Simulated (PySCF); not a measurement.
Point-charge models of `C=C/C=C\C/C=C/C` against its computed dipole.

Coordinates (GFN2-xTB, Å) and charges (e) from the PBE0/pcSseg-1 density (PySCF):

| atom | x | y | z | Mulliken | IAO | Hirshfeld | ESP-fitted |
| --- | --- | --- | --- | --- | --- | --- | --- |
| C1 | 3.961 | 0.934 | 0.664 | -0.1408 | -0.3144 | -0.1000 | -0.5371 |
| C2 | 2.747 | 0.392 | 0.654 | -0.1957 | -0.1366 | -0.0473 | +0.0673 |
| C3 | 2.008 | 0.131 | -0.560 | -0.1141 | -0.1612 | -0.0579 | -0.2749 |
| C4 | 0.808 | -0.443 | -0.658 | -0.1497 | -0.1361 | -0.0362 | -0.1265 |
| C5 | -0.062 | -0.930 | 0.461 | -0.1437 | -0.2637 | -0.0698 | -0.1509 |
| C6 | -1.306 | -0.093 | 0.541 | -0.1605 | -0.1518 | -0.0499 | -0.3065 |
| C7 | -2.529 | -0.545 | 0.327 | -0.2171 | -0.1439 | -0.0453 | +0.0033 |
| C8 | -3.770 | 0.280 | 0.403 | -0.2122 | -0.4226 | -0.1170 | -0.4390 |
| H9 | 4.465 | 1.209 | -0.248 | +0.1108 | +0.1448 | +0.0443 | +0.2166 |
| H10 | 4.495 | 1.121 | 1.580 | +0.1133 | +0.1525 | +0.0459 | +0.1917 |
| H11 | 2.275 | 0.131 | 1.591 | +0.1060 | +0.1410 | +0.0449 | +0.1276 |
| H12 | 2.510 | 0.436 | -1.471 | +0.0942 | +0.1441 | +0.0439 | +0.1610 |
| H13 | 0.368 | -0.567 | -1.639 | +0.0994 | +0.1461 | +0.0410 | +0.1367 |
| H14 | -0.338 | -1.971 | 0.272 | +0.1272 | +0.1463 | +0.0461 | +0.1047 |
| H15 | 0.468 | -0.883 | 1.414 | +0.1354 | +0.1405 | +0.0430 | +0.1073 |
| H16 | -1.143 | 0.951 | 0.778 | +0.0975 | +0.1375 | +0.0391 | +0.2052 |
| H17 | -2.682 | -1.590 | 0.083 | +0.0909 | +0.1338 | +0.0405 | +0.1163 |
| H18 | -3.540 | 1.312 | 0.656 | +0.1115 | +0.1442 | +0.0450 | +0.1267 |
| H19 | -4.296 | 0.260 | -0.551 | +0.1236 | +0.1496 | +0.0448 | +0.1385 |
| H20 | -4.445 | -0.125 | 1.158 | +0.1240 | +0.1498 | +0.0450 | +0.1321 |

**Question.** Compute μ = Σ q r for each scheme (1 e·Å = 4.803 D) and compare with the dipole of the full density.

**Answer.** The full density gives (-0.61, -0.13, 0.06) D, 0.63 D in size; dipole vectors point from the negative to the positive end.

```csv
scheme,μx,μy,μz,size (D),share of the full size (%),angle to the full dipole (°)
Mulliken,-0.82,0.25,0.52,1.00,160,37
IAO,-0.64,-0.14,-0.09,0.66,106,14
Hirshfeld,-0.55,-0.13,0.01,0.57,91,4
ESP-fitted,-0.62,-0.14,0.06,0.64,102,1
```

**Question.** Which set comes closest?

**Answer.** Length of the difference vector: ESP-fitted 0.02 D, Hirshfeld 0.07 D, IAO 0.16 D, Mulliken 0.63 D. Closest: ESP-fitted. The schemes that divide the density aren't constrained to reproduce the dipole.

**Question.** What is left for the Hirshfeld atoms' own dipoles?

**Answer.** The shares of the density sum to the whole, so what Σ q r misses lies in dipoles about the nuclei. The atomic dipoles sum to (-0.61, -0.13, 0.06) − (-0.55, -0.13, 0.01) = (-0.06, 0.00, 0.05) D, 0.07 D in size.

**Question.** With the origin at the mean of the coordinates, (0.000, 0.001, 0.273) Å, which are the largest single terms, by size, of the Mulliken dipole along the direction of the full one?

**Answer.** C8 -3.69, C1 +2.71, C7 -2.69, H20 +2.64, C2 +2.56 D; all 20 atoms together +0.80 D. The single terms depend on the origin, their sum doesn't.

**Question.** Give the size of the full dipole in other units.

**Answer.** 0.63 D = 0.246 au = 0.130 e·Å = 2.09 × 10⁻³⁰ C·m.

The structure is a single GFN2-xTB conformer in the gas phase; no vibrational or solvent corrections.

The values belong to the conformer `[CH2:1]=[CH:2]/[CH:3]=[CH:4]\[CH2:5]/[CH:6]=[CH:7]/[CH3:8]`: C1–C2–C3–C4 178°, C3–C4–C5–C6 113°, C4–C5–C6–C7 116°.
